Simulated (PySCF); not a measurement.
## Ionisation energy of Br by level of theory

Br [Ar] 3d10 4s2 4p5 (2P) → Br⁺ [Ar] 3d10 4s2 4p4 (3P), as a difference of total energies. Calculation: PySCF 2.14, in def2-TZVPPD; the non-relativistic Hamiltonian (point nucleus). Correlated levels: valence and next inner shell: [Ne] frozen. The calculations carry no spin-orbit coupling.

```json
{"method": "UHF", "ionisation energy (eV)": "10.760", "difference from reference (eV)": "-1.084"}
{"method": "MP2 (valence and next inner shell)", "ionisation energy (eV)": "11.618", "difference from reference (eV)": "-0.226"}
{"method": "SCS-MP2 (valence and next inner shell)", "ionisation energy (eV)": "11.598", "difference from reference (eV)": "-0.246"}
{"method": "CCSD (valence and next inner shell)", "ionisation energy (eV)": "11.589", "difference from reference (eV)": "-0.255"}
{"method": "CCSD(T) (valence and next inner shell)", "ionisation energy (eV)": "11.628", "difference from reference (eV)": "-0.216"}
```

Reference: 11.844 eV (measured; NIST levels, between the centres of gravity of the two terms).

These non-relativistic numbers lack the scalar-relativistic shift.

Errors of the correlated levels include the incompleteness of this basis and the frozen core.
